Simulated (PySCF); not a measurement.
C3H4BFN2O2.
SMILES: `N#C[C@@]1(F)COB(N)O1`

A PySCF run (density fitting, gas phase, GFN2-xTB geometry) gave HOMO -6.93 eV, LUMO -1.42 eV, dipole 4.11 D.

Question: Which of these levels was it?
A. PBE0/def2-SVPD
B. KT3/def2-SVP
C. PBE0/pcSseg-1
D. PBE/aug-cc-pVDZ
E. revPBE/pcSseg-1

Answer: D. It is PBE/aug-cc-pVDZ. All candidates on this geometry:

```json
{"level and settings": "PBE/aug-cc-pVDZ, energy threshold 1e-06 Eh", "kind": "GGA", "basis functions": "243", "SCF cycles": "9", "E (Eh)": "-500.9913", "HOMO (eV)": "-6.93", "LUMO (eV)": "-1.42", "dipole (D)": "4.11"}
{"level and settings": "revPBE/pcSseg-1, energy threshold 1e-08 Eh", "kind": "GGA", "basis functions": "173", "SCF cycles": "11", "E (Eh)": "-501.2853", "HOMO (eV)": "-6.78", "LUMO (eV)": "-1.13", "dipole (D)": "4.06"}
{"level and settings": "KT3/def2-SVP, start guess sap", "kind": "GGA", "basis functions": "146", "SCF cycles": "20", "E (Eh)": "-508.1785", "HOMO (eV)": "-6.79", "LUMO (eV)": "-1.03", "dipole (D)": "4.04"}
{"level and settings": "PBE0/def2-SVPD", "kind": "global hybrid", "basis functions": "221", "SCF cycles": "14", "E (Eh)": "-500.5973", "HOMO (eV)": "-8.49", "LUMO (eV)": "-0.39", "dipole (D)": "4.06"}
{"level and settings": "PBE0/pcSseg-1", "kind": "global hybrid", "basis functions": "173", "SCF cycles": "14", "E (Eh)": "-500.8893", "HOMO (eV)": "-8.37", "LUMO (eV)": "-0.18", "dipole (D)": "4.03"}
```

The nearest other candidate, by the summed differences of HOMO and LUMO, is revPBE/pcSseg-1: its HOMO differs by +0.15 eV and its LUMO by +0.29 eV. Cycle counts include a coarse-grid stage where the run had one. KT3 was designed for NMR shieldings or shifts; total energies of different functionals aren't comparable.

Shape of the structure used: `[N:1]#[C:2][C@@:3]1([F:4])[CH2:5][O:6][B:7]([NH2:8])[O:9]1`: H–N8–B7–O6 -1°, H–N8–B7–O6 180°.
